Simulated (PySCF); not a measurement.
## Electronic absorption of [C4H2F3O]+

C4H2F3O (charge +1).
Atom-mapped SMILES: `[F:1][C:2]([F:3])([F:4])[O:5][c+:6]1[cH:7][cH:8]1` (hydrogens: H9 on C7; H10 on C8)

Theory: TDDFT B3LYP/def2-SVPD, vertical, gas phase, core orbitals frozen in the response (PySCF). Isolated species at its PBE0-D3(BJ)/def2-SVP geometry (one conformer only). Torsions of this conformer, `[F:1][C:2]([F:3])([F:4])[O:5][c+:6]1[cH:7][cH:8]1`: F1–C2–O5–C6 -117°, C2–O5–C6–C7 179°.

Problem. List the vertical singlet excitations with oscillator strengths and describe the spectrum.

Solution. 

| state | E (eV) | ν̃ (cm⁻¹) | f | main configurations (H = HOMO, L = LUMO) |
| --- | --- | --- | --- | --- |
| S1 | 6.76 | 54500 | 0.0000 | H→L (98%) |
| S2 | 7.43 | 59950 | 0.0000 | H→L+1 (95%) |
| S3 | 7.71 | 62220 | 0.049 | H-1→L (95%) |
| S4 | 7.99 | 64410 | 0.0000 | H-4→L (80%), H-3→L (9%) |
| S5 | 8.51 | 68610 | 0.0002 | H-2→L (99%) |
| S6 | 8.71 | 70210 | 0.299 | H-1→L+1 (93%) |

The lowest singlet lies at 6.76 eV (183 nm, vacuum ultraviolet) and is dark (f under 0.0005); its leading configuration is HOMO→LUMO (98%). The most intense listed level is S6 at 8.71 eV (142 nm, f = 0.299), 1.95 eV above S1. It is the last of those listed, so stronger ones may follow. Löwdin shares by element: HOMO carbon 48% or more, oxygen 32% (atoms not listed hold the other 20%); LUMO carbon 91% or more, hydrogen 5% or more. The listed states span 1.95 eV, and the widest gap between neighbours is 0.67 eV (S1 to S2). The oscillator strengths of these states sum to 0.348; summed over the whole spectrum of an exact calculation they would give the number of electrons, 60 (Thomas–Reiche–Kuhn). Weighted by f, the mean energy of these states is 8.57 eV. Only the lowest 6 singlets were computed, as vertical energies without vibronic structure.
